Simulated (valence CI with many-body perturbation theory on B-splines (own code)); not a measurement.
The numbers below are computed, except where a source is named.
**Energy levels of Pm⁵⁶⁺**

Method: relativistic CI+MBPT: three valence electrons over a frozen Dirac-Fock core [He], radial functions for each j: 11 s, 11 p, 9 d, 7 f, 5 g, 2 h, 1 i, with the one-electron correlation potential Σ1 (screened to all orders), the two-electron term Σ2, the three-electron term Σ3, Breit, model QED; selected single and double excitations, second order for the rest (own B-spline code, finite nucleus).

The last digits are not significant, and no measured levels were compared; by estimate large intervals hold to a few tenths of a per cent, small ones and those within an open d or f shell to about a per cent.

Levels 46 to 90 of 101, with energies above the lowest level, (2s^2 2p1/2) J=1/2. "Leading %" is the weight of the configuration and term that name the level; weights of strongly mixed levels are sums over their largest components and can fall short. In the jj column 3d3/2^4 stands for four electrons in 3d with j = 3/2.

```csv
No.,Configuration,Term,J,E (eV),Leading %,g,Leading jj
46,2s 2p 3p,4P,3/2,7638.2,47,1.631,2s 2p3/2 3p1/2 (100 %)
47,2s 2p 3p,2D,5/2,7640.6,43,1.320,2s 2p3/2 3p1/2 (99 %)
48,2s 2p 3s,2P°,1/2,7643.1,91,0.817,2s 2p3/2 3s (99 %)
49,2s 2p 3s,2P°,3/2,7647.6,83,1.379,2s 2p3/2 3s (99 %)
50,2s 2p 3p,2P,1/2,7709.9,51,1.234,2s 2p3/2 3p1/2 (98 %)
51,2s 2p 3p,2D,3/2,7711.4,62,0.970,2s 2p3/2 3p1/2 (98 %)
52,2p2 3s,4P,3/2,7777.4,74,1.620,2p1/2 2p3/2 3s (89 %)
53,2p2 3s,2P,1/2,7783.8,58,1.309,2p1/2 2p3/2 3s (86 %)
54,2p2 3s,2D,5/2,7791.5,55,1.324,2p1/2 2p3/2 3s (85 %)
55,2p2 3s,2D,3/2,7798.4,47,1.144,2p1/2 2p3/2 3s (77 %)
56,2s 2p 3p,4D,7/2,7802.8,100,1.410,2s 2p3/2 3p3/2 (100 %)
57,2s 2p 3p,2P,3/2,7819.5,37,1.356,2s 2p3/2 3p3/2 (69 %)
58,2p2 3p,4P°,1/2,7827.9,45,1.761,2p1/2 2p3/2 3p1/2 (93 %)
59,2s 2p 3p,4P,5/2,7832.0,47,1.391,2s 2p3/2 3p3/2 (87 %)
60,2p2 3p,4D°,3/2,7833.1,50,1.148,2p1/2 2p3/2 3p1/2 (90 %)
61,2s 2p 3p,2S,1/2,7836.8,44,1.392,2s 2p3/2 3p3/2 (87 %)
62,2p2 3p,2F°,5/2,7844.4,39,1.086,2p1/2 2p3/2 3p1/2 (80 %)
63,2s 2p 3d,4D°,5/2,7864.9,38,1.201,2s 2p3/2 3d3/2 (81 %)
64,2s 2p 3d,4F°,7/2,7867.4,48,1.234,2s 2p3/2 3d3/2 (91 %)
65,2s 2p 3d,4D°,3/2,7868.6,38,1.326,2s 2p3/2 3d3/2 (89 %)
66,2s 2p 3d,4P°,1/2,7871.4,79,2.190,2s 2p3/2 3d3/2 (93 %)
67,2p2 3p,2P°,3/2,7882.6,41,1.321,2p1/2 2p3/2 3p1/2 (97 %)
68,2s 2p 3p,2D,5/2,7883.5,74,1.251,2s 2p3/2 3p3/2 (97 %)
69,2s 2p 3d,4F°,9/2,7896.3,100,1.317,2s 2p3/2 3d5/2 (100 %)
70,2s 2p 3p,2P,3/2,7897.5,58,1.220,2s 2p3/2 3p3/2 (98 %)
71,2s 2p 3p,2S,1/2,7900.3,62,1.725,2s 2p3/2 3p3/2 (99 %)
72,2s 2p 3d,2D°,5/2,7916.6,45,1.306,2s 2p3/2 3d5/2 (99 %)
73,2s 2p 3d,2D°,3/2,7916.8,51,1.066,2s 2p3/2 3d5/2 (66 %)
74,2s 2p 3d,2F°,7/2,7925.3,56,1.246,2s 2p3/2 3d5/2 (91 %)
75,2s 2p 3d,2P°,1/2,7938.9,63,0.680,2s 2p3/2 3d5/2 (63 %)
76,2s 2p 3d,2F°,5/2,7939.4,68,0.936,2s 2p3/2 3d3/2 (97 %)
77,2s 2p 3d,2D°,3/2,7947.2,56,0.993,2s 2p3/2 3d3/2 (67 %)
78,2s 2p 3d,2P°,1/2,7951.0,97,0.655,2s 2p3/2 3d3/2 (64 %)
79,2s 2p 3d,2F°,7/2,7978.4,74,1.176,2s 2p3/2 3d5/2 (96 %)
80,2s 2p 3d,2D°,5/2,7992.7,62,1.145,2s 2p3/2 3d5/2 (95 %)
81,2s 2p 3d,2P°,3/2,7995.3,74,1.276,2s 2p3/2 3d5/2 (98 %)
82,2p2 3p,4D°,5/2,8014.2,51,1.408,2p1/2 2p3/2 3p3/2 (98 %)
83,2p2 3p,2P°,1/2,8018.9,35,1.588,2p1/2 2p3/2 3p3/2 (99 %)
84,2p2 3p,2D°,3/2,8024.8,52,1.149,2p1/2 2p3/2 3p3/2 (98 %)
85,2p2 3p,2F°,7/2,8031.8,61,1.225,2p1/2 2p3/2 3p3/2 (96 %)
86,2p2 3p,2P°,3/2,8043.7,34,1.402,2p1/2 2p3/2 3p3/2 (100 %)
87,2p2 3p,2D°,5/2,8053.7,63,1.178,2p1/2 2p3/2 3p3/2 (98 %)
88,2p2 3d,4F,3/2,8061.2,43,0.924,2p1/2 2p3/2 3d3/2 (99 %)
89,2p2 3d,4F,5/2,8062.6,54,0.961,2p1/2 2p3/2 3d3/2 (99 %)
90,2p2 3d,4D,1/2,8065.8,80,0.235,2p1/2 2p3/2 3d3/2 (100 %)
```
